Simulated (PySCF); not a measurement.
Compound: C4H7OS2 (doublet state).
Geometry (GFN2-xTB, Å), atoms numbered from 1 in this order:
```
atom  x, y, z in Å
C1     2.2072    0.7558    0.0957
O2     1.4904   -0.3203   -0.3063
C3     1.3792   -1.3650    0.5675
S4     0.2346   -0.9645    2.0138
S5    -1.5887   -1.0900    1.1430
C6    -1.7882    0.5280    0.4506
C7    -2.8220    0.8586   -0.2995
H8     2.2267    1.5645   -0.6036
H9     2.9029    0.6648    0.9088
H10    2.3200   -1.6276    1.0601
H11    0.9457   -2.2149    0.0433
H12   -0.9863    1.2053    0.6987
H13   -3.6040    0.1552   -0.5273
H14   -2.9182    1.8498   -0.7069
```

The hyperfine couplings belong to this conformer and change with its torsions.

The species is `[CH2]OCSSC=C` [radical].

Method: UKS B3LYP, pcH-1 on C H O S, non-relativistic, mean-field spin-orbit, GIAO (PySCF). The structure is a single GFN2-xTB conformer in the gas phase; no vibrational or solvent corrections. Couplings are sensitive to structure, and on GFN2-xTB geometries they can be far from those on DFT ones. No stability test was run, so a lower SCF solution isn't excluded.

Where do the isotropic ENDOR lines of H8, H9 and H10/H11 fall at 1210.3 mT, to first order?

For S = 1/2 in fast tumbling each set of equivalent nuclei gives two lines, ν± = |νn ± a/2| to first order, with νn = g_N μN B/h and μN/h = 7.62259 MHz/T.

| nuclei | isotope | g_N | νn (MHz) | a_iso (MHz) | lower line (MHz) | upper line (MHz) |
| --- | --- | --- | --- | --- | --- | --- |
| H8 | 1H | 5.5857 | 51.53 | -58.74 | 22.16 | 80.90 |
| H9 | 1H | 5.5857 | 51.53 | -54.63 | 24.22 | 78.85 |
| H10/H11 | 1H | 5.5857 | 51.53 | 3.44 | 49.81 | 53.25 |

Which pairs are centred on the nuclear Larmor frequency, and which on half the coupling?

Centred on νn, since |a| < 2νn: H8, H9 and H10/H11. No pair has |a| > 2νn.

At what field would the lower line of H9 fall to zero frequency?

Where νn = |a|/2, that is B = 27.32 MHz/(5.5857 × 7.62259 MHz/T) = 642 mT, as far as first order holds there.

Means are taken over nuclei equivalent by connectivity, which assumes that they swap fast. H8 and H9 aren't averaged: C1 is flat or nearly so (angle sum 358°), and its turn about the short C1–O2 bond (1.35 Å) is taken as slow. The 1H value of +3.4 MHz is a mean of couplings from -2.3 to 9.1 MHz in this one geometry, not an average over conformers.
